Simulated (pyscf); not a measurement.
Optimised with ωB97X-D3(BJ)/def2-SVP in PySCF. MP2 and CC: frozen core, UHF for open shells. ΔMP2 is the change of the MP2 total energy from the triple- to the quadruple-zeta basis. Singlets are restricted, triplets unrestricted.

Singlet (Å):
```xyz
9

C      0.0765     1.0617    -1.1180
C      0.4928     0.2808     0.1313
Si     1.1276     1.3186     1.5958
H     -0.7368     1.7713    -0.8933
H      0.9164     1.6533    -1.5180
H     -0.2759     0.3986    -1.9251
H     -0.3417    -0.3402     0.5155
H      1.2846    -0.4599    -0.1015
H      1.3778     0.1087     2.5014
```

Triplet (Å):
```xyz
9

C     -1.5602     0.6091    -0.0903
C     -0.0497     0.3452    -0.1151
Si     0.4101    -1.4638    -0.4919
H     -2.0345     0.3285    -1.0445
H     -2.0544     0.0321     0.7069
H     -1.7709     1.6777     0.0838
H      0.4116     0.6141     0.8496
H      0.4468     0.9720    -0.8769
H     -0.0264    -2.0411    -1.8042
```

Problem. For these two minima of H₃C–CH₂–SiH:, which spin state lies lower at CCSD(T)/def2-TZVPP + ΔMP2(QZVPP), and by how much (electronic energies)?

Solution. The singlet, by 23.3 kcal/mol. Zero-point energy shifts E(triplet) − E(singlet) by +0.5 kcal/mol. H₃C–CH₂–SiH: [singlet] lies 20.7 kcal/mol over its isomer H₂C=CH–SiH₃, and others may lie lower still (electronic energy, ωB97M-D3(BJ)). 

E(triplet) − E(singlet) by level (kcal/mol):

| level | gap |
|---|---|
| ωB97X-D3(BJ)/def2-TZVP | +24.2 |
| PBE/def2-TZVP | +18.7 |
| r²SCAN/def2-TZVP | +13.8 |
| B3LYP-D3(BJ)/def2-TZVP | +22.7 |
| PBE0-D3(BJ)/def2-TZVP | +17.6 |
| M06-2X/def2-TZVP | +21.3 |
| ωB97M-D3(BJ)/def2-TZVP | +27.4 |
| HF/def2-TZVP | +6.5 |
| MP2/def2-QZVPP | +20.2 |
| CCSD/def2-TZVPP | +21.9 |
| CCSD(T)/def2-TZVPP | +22.4 |
| CCSD(T)/def2-TZVPP + ΔMP2(QZVPP) | +23.3 |

The triplet is the lowest one reached from the SCF start used. The CCSD(T) − MP2 part came from Ansatz, without density fitting, on the same reference.
